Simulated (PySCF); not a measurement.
SMILES [nH]1cccc1-c1[nH]ccc1 (C₈H₈N₂), singlet, GFN2-xTB optimised geometry.

```
18

C     -0.79    -2.84     0.00
C      0.58    -2.84     0.00
N      1.00    -1.55     0.00
C     -0.07    -0.71     0.00
C      0.07     0.71     0.00
C      1.21     1.50     0.00
C      0.79     2.85     0.00
C     -0.58     2.84     0.00
N     -1.00     1.55     0.00
C     -1.21    -1.50     0.00
H     -1.43    -3.71     0.00
H      1.27    -3.66     0.00
H      1.96    -1.25     0.00
H      2.23     1.16     0.00
H      1.43     3.71     0.00
H     -1.27     3.66     0.00
H     -1.96     1.25     0.00
H     -2.23    -1.16     0.00
```

Density from PBE0/def2-SVP (PySCF 2.14.0) at that geometry.

Minimum of the electron density along straight lines between bonded atoms, close to the bond critical point (lines longer than 1.1 times the sum of covalent radii, or with two minima, are not listed):

```csv
bond,length / Å,ρ at the minimum / e bohr⁻³,∇²ρ there / e bohr⁻⁵,position (fraction from the first atom)
C1–C2,1.369,0.319,-0.80,0.48
C2–N3,1.358,0.310,-0.55,0.34
N3–C4,1.365,0.309,-0.64,0.66
C4–C5,1.436,0.284,-0.71,0.50
C5–C6,1.382,0.311,-0.76,0.52
C6–C7,1.405,0.297,-0.71,0.50
C7–C8,1.369,0.319,-0.80,0.48
C5–N9,1.365,0.309,-0.64,0.34
C8–N9,1.358,0.310,-0.55,0.34
C1–C10,1.405,0.297,-0.71,0.50
C4–C10,1.382,0.311,-0.76,0.52
C1–H11,1.072,0.284,-1.09,0.63
C2–H12,1.072,0.287,-1.12,0.64
N3–H13,1.005,0.340,-1.65,0.77
C6–H14,1.073,0.282,-1.06,0.62
C7–H15,1.072,0.284,-1.09,0.63
C8–H16,1.072,0.287,-1.12,0.64
N9–H17,1.005,0.340,-1.65,0.77
C10–H18,1.073,0.282,-1.06,0.62
```
